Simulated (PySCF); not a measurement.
Isomers of C3H12SSi2, one GFN2-xTB conformer each. Single-point energies are computed at PBE0/pcSseg-1 (PySCF, gas phase, no added dispersion term), electronic only.

| SMILES | GFN2-xTB relative energy (kJ/mol) |
| --- | --- |
| [SiH3]C([SiH3])CCS | 98.6 |
| C[SiH2]C[SiH2]SC | 47.1 |
| CC[C@H]([SiH3])S[SiH3] | 0.0 |

Conformers: `[SiH3:1][CH:2]([SiH3:3])[CH2:4][CH2:5][SH:6]` with Si1–C2–C4–C5 64°, C2–C4–C5–S6 179°, C4–C5–S6–H -59°; `[CH3:1][SiH2:2][CH2:3][SiH2:4][S:5][CH3:6]` with C1–Si2–C3–Si4 -53°, Si2–C3–Si4–S5 78°, C3–Si4–S5–C6 178°; `[CH3:1][CH2:2][C@H:3]([SiH3:4])[S:5][SiH3:6]` with C1–C2–C3–Si4 -173°, C2–C3–S5–Si6 58°.

Problem. What does PBE0/pcSseg-1 give for the same structures?

Solution. 
```
                SMILES  PBE0/pcSseg-1 E (Eh)  PBE0/pcSseg-1 (kJ/mol)  GFN2-xTB (kJ/mol)  point group
      C[SiH2]C[SiH2]SC           -1098.16683                     0.0               47.1           C1
CC[C@H]([SiH3])S[SiH3]           -1098.13023                    96.1                0.0           C1
    [SiH3]C([SiH3])CCS           -1098.11009                   149.0               98.6           C1
```

GFN2-xTB puts CC[C@H]([SiH3])S[SiH3] lowest instead; measured from each level's own lowest isomer, the values differ by up to 96.1 kJ/mol (CC[C@H]([SiH3])S[SiH3]: 0.0 against 96.1). As drawn, the highest has an S–H bond, which the lowest lacks.

Problem. Which frontier levels, dipoles and rotational constants go with these structures?

Solution. 
```csv
SMILES,"HOMO (eV, PBE0/pcSseg-1)",LUMO (eV),dipole (D),"A, B, C (MHz)"
C[SiH2]C[SiH2]SC,-6.71,0.25,1.08,"3142, 944.4, 790.3"
CC[C@H]([SiH3])S[SiH3],-6.72,0.14,1.53,"1775, 1455, 1017"
[SiH3]C([SiH3])CCS,-6.86,0.21,1.59,"2694, 798.0, 643.8"
```
